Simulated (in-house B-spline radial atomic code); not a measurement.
A fraction x of an electron is removed from 4d in Nb IV (Nb3+), starting from [Kr] 4d2 and keeping the highest spin. All numbers are computed (non-relativistic B97-1, spin-polarised, spherical fractional occupations; point nucleus) with a radial B-spline atomic code at the basis-set limit, not measured.

Caution: exact exchange at fractional occupations of open shells leaves self-interaction of up to several eV.

| x | E(x) - E(0) (eV) | 4d up level (eV) |
| --- | --- | --- |
| 0 | 0.0000 | -31.275 |
| 0.03 | 0.9435 | -31.623 |
| 0.2 | 6.4880 | -33.612 |
| 0.32 | 10.6066 | -35.034 |
| 0.4 | 13.4476 | -35.991 |
| 0.5 | 17.1068 | -37.195 |
| 0.57 | 19.7401 | -38.044 |
| 0.75 | 26.7860 | -40.249 |
| 0.78 | 27.9990 | -40.619 |
| 0.9 | 32.9626 | -42.109 |
| 1 | 37.2360 | -43.361 |

The exact functional would give a straight line between the two integer points. Deviations E(x) - E(0) - x[E(1) - E(0)], in eV: -0.174 at x = 0.03, -0.959 at x = 0.2, -1.309 at x = 0.32, -1.447 at x = 0.4, -1.511 at x = 0.5, -1.484 at x = 0.57, -1.141 at x = 0.75, -1.045 at x = 0.78, -0.55 at x = 0.9.

The curve lies below the straight line by up to 1.511 eV (at x = 0.5): convex, the delocalisation error, to which spherically averaged exact exchange adds.

(1) How well does Slater's transition state (minus the level at half occupation) give the ionisation energy?

## Answers

(1) It gives 37.195 eV against 37.236 eV from the two total energies; NIST lists 37.61 eV, ground level to ground level. The end point has an open shell averaged over its orbitals, so its exact exchange keeps a self-interaction and this is no true integer point.
